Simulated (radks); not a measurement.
Results of a calculation; reference values are marked as such.
Question: Spherical quantum dot in the effective-mass picture: electrons in a hard-walled sphere of radius 8.01, with a point charge +1 (a donor) at the centre, all in effective atomic units (hartree* = m*/eps^2 hartree, bohr* = eps/m* bohr), one dielectric constant everywhere. Level of theory: non-relativistic Kohn-Sham, PBE, spin-polarised, spherical densities (a radial shooting solver with Libxc functionals). Levels are named by radial order and angular momentum (1s, 1p, 1d, 2s, ...), and open shells are averaged over m. Results are scaled to m* = 0.164 and eps = 10.2, for which hartree* = 42.89 meV and bohr* = 3.291 nm. At N = 4 the configuration is 1s2 1p(up 2, down 0). Does electron 5 go into 2s up or 1p up or 1p down?

Answer: Into 1p up. The total energies of the other choices lie higher by 1.41 meV (2s up), 1.68 meV (1p down).
